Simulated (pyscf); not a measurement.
Optimised with ωB97X-D3(BJ)/def2-SVP in PySCF.

SMILES: Cl[SiH]([GeH3])[SiH3]
```xyz
11

Si    -0.9462    -1.0961     1.4949
Si    -1.0447    -0.9384    -0.8260
Cl    -3.0049    -0.3996    -1.3002
Ge     0.3529     0.7725    -1.6656
H     -1.2852     0.2379     2.0693
H     -1.9158    -2.1142     1.9905
H      0.4349    -1.4746     1.9187
H     -0.7517    -2.2441    -1.4818
H     -0.0210     2.0972    -0.9842
H      1.8274     0.4575    -1.3616
H      0.1709     0.9175    -3.1828
```

Problem. How much does it cost (ΔH, 298 K, ωB97M-D3(BJ)/def2-TZVP) to split H₃Si–SiH(Cl)–GeH₃ at its Ge–Si bond into H₃Si–SiH•–Cl + GeH₃•?

Solution. Ge–Si to H₃Si–SiH•–Cl + GeH₃•: 69.6 kcal/mol. The 7 functionals that were run give +64.8 (M06-2X) to +76.1 kcal/mol (ωB97X-D3(BJ)). Other isomers of H₃Si–SiH•–Cl were not searched in full and may lie lower. Elements up to Kr have no core potential and no relativistic terms here.
